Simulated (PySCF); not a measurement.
# DyO(OH) at several levels of theory

Computed with PySCF 2.14.0 (density fitting, no spin-orbit coupling) at the geometry relaxed with PBE0:

```xyz
4
DyO(OH) (singlet in the valence; each metal's 4f electrons, 9 of them, lie in its core potential, out of spins and levels)
Dy   -0.0144   -0.0418   -0.4186
O     1.2412    0.0298    0.9155
O    -1.9281    0.0235    0.3344
H    -2.3755    0.0773    1.1817
```

| level | basis | state | HOMO (eV) | gap (eV) | charge on Dy1 (e) | population of f-type functions on Dy1 (polarisation alone where 4f lies in the core) | dipole about the centre of mass (D) | largest force component (eV/Å) |
| --- | --- | --- | --- | --- | --- | --- | --- | --- |
| PBE0 | Dy lcecp-1-SVP with ECP55, O def2-SVP, H def2-SVP | singlet | -6.28 | 4.20 | 0.79 | 0.08 | 6.16 | 0.01 |
| r2SCAN | the same | singlet | -5.06 | 2.84 | 0.77 | 0.08 | 5.94 | 0.54 |
| PBE0 | Dy lcecp-1-TZVP with ECP55, O def2-TZVP, H def2-TZVP | singlet | -6.28 | 4.19 | 1.24 | 0.08 | 6.43 | 0.27 |

In the lcecp rows the 4f levels are missing from HOMO and gap, and the state counts the valence alone.

Charges are Mulliken's, which hang on the basis. The relaxation used the grid (50, 194), these runs (75, 302) or, all-electron (x2c bases, spin-free X2C Hamiltonian), (99, 590).

**Question.** What does CAM-B3LYP with Dy lcecp-1-SVP with ECP55, O def2-SVP, H def2-SVP give here?

**Answer.** state singlet, HOMO (eV) -7.60, gap (eV) 6.10, charge on Dy1 (e) 0.77, population of f-type functions on Dy1 (polarisation alone where 4f lies in the core) 0.09, dipole about the centre of mass (D) 6.39, largest force component (eV/Å) 0.08. Time: 2.8 s on 2 threads of AMD EPYC 7B13 (Zen 3), with other jobs on the host, from an already converged density.

In the first row's basis the gap widens with exact exchange: 2.8 eV for r2SCAN (none); 4.2 eV for PBE0 (a fixed share); 6.1 eV for CAM-B3LYP (rising or full at long range).

An lcecp potential fixes the number of 4f electrons, so in runs with it no electron can move into or out of that shell.
